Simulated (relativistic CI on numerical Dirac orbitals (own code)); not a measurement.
# Judd-Ofelt analysis for Nd⁴⁺

These numbers are calculated, not measured: Dirac-Coulomb-Breit CI, separate exchange-only KLI orbitals for each configuration, model QED (radiative potential, 1s self-energy scaled to tabulated hydrogen-like ionisation energies), valence Slater integrals scaled by 0.75 (own radial code, finite nucleus).

Configuration 4f² alone, in intermediate coupling. Take Ω₂ = 2.53, Ω₄ = 5.29, Ω₆ = 3.96 (10⁻²⁰ cm²) and refractive index n = 1.71 as given. A_ED = 64π⁴e²ν³ n(n² + 2)²/[27h(2J + 1)] Σ Ω_λ |U^λ|², in Gaussian units with ν in cm⁻¹, and A_MD is n³ times the free-ion magnetic-dipole rate; a dash marks a rate that is forbidden or under 2 % of the level's free-ion decay.

Emitting level ¹I6 at 23982 cm⁻¹ (radiative decay alone: multiphonon quenching in a host is left out, and the level can lie too high or too low):

```csv
To,ν (cm⁻¹),U² squared,U⁴ squared,U⁶ squared,Free-ion A(M1) (s⁻¹)
³H4,23982,0.0143,0.0804,0.0378,-
³H5,21194,0.0005,0.0010,0.0027,0.908
³H6,18385,0.0053,0.0193,0.0067,0.835
³F2,18093,0.0000,0.0062,0.0352,-
¹G4,16422,0.1446,1.0031,0.6509,-
³F3,16275,0.0000,0.0013,0.0036,-
³F4,12733,0.1809,0.9821,0.4324,-
¹D2,3785,0.0000,0.1513,1.6856,-
```

(1) Give the rates, branching ratios and the radiative lifetime.

## Answers

(1) The rates are:

```
 To  λ (nm)  A_ED (s⁻¹)  A_MD (s⁻¹)  β (%)
³H4     417        2160           0   13.4
³H5     472        41.9        4.54    0.3
³H6     544         226        4.17    1.4
³F2     553         261           0    1.6
¹G4     609        9370           0   58.2
³F3     614        23.6           0    0.1
³F4     785        3900           0   24.2
¹D2    2642         104           0    0.6
```

τ_rad = 6.21e-05 s. Computed level positions enter as ν³, so measured ones would change the rates. For the strongest line (609 nm) and an assumed effective width Δλ = 11 nm (300 cm⁻¹), the Füchtbauer-Ladenburg formula σ = λ⁴A/(8πcn²Δλ) gives a peak emission cross-section of 5.3 × 10⁻²⁰ cm².
